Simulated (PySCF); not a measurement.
Ga(Br)2(NH2) (Br2GaH2N), SMILES [NH2][Ga]([Br])[Br].

Geometry optimised at r2SCAN-D4/def2-SVP. The structure was generated by enumeration; whether it is a known compound was not checked. The values are those of a single conformer.

Level of theory: PySCF with TDA-PBE0/def2-SVPD.

Vertical excitations. Gas-phase values at a fixed geometry. State labels are in the subgroup C2v.

Task: List the lowest excited states. (An estimate is asked for; the answer gives what the named calculation found.)

Result: 
| state | symmetry | energy (eV) | λ (nm) | f | main pairs |
|---|---|---|---|---|---|
| S1 | B1 | 5.23 | 237 | 0.003 | HOMO→LUMO 99 % |
| S2 | B2 | 5.77 | 215 | 0.040 | HOMO−1→LUMO 96 % |
| S3 | A2 | 5.85 | 212 | 0.000 | HOMO−2→LUMO 98 % |
| S4 | A1 | 6.00 | 207 | 0.009 | HOMO−3→LUMO 87 % |
| S5 | A2 | 6.37 | 195 | 0.000 | HOMO−1→LUMO+1 100 % |
| S6 | A1 | 6.52 | 190 | 0.165 | HOMO→LUMO+1 80 % |
| S7 | B1 | 6.53 | 190 | 0.077 | HOMO−4→LUMO 97 % |
| S8 | B1 | 6.63 | 187 | 0.000 | HOMO−3→LUMO+1 100 % |
| S9 | B2 | 6.75 | 184 | 0.028 | HOMO−2→LUMO+1 84 %, HOMO−5→LUMO 13 % |
| S10 | B1 | 6.96 | 178 | 0.016 | HOMO→LUMO+2 96 % |
| T1 | B1 | 4.86 | 255 | 0 | HOMO→LUMO 96 % |
| T2 | A1 | 5.29 | 235 | 0 | HOMO→LUMO+1 95 % |
| T3 | B2 | 5.35 | 232 | 0 | HOMO−1→LUMO 96 % |
| T4 | A2 | 5.52 | 225 | 0 | HOMO−2→LUMO 95 % |
Triplets are in the Tamm–Dancoff approximation.
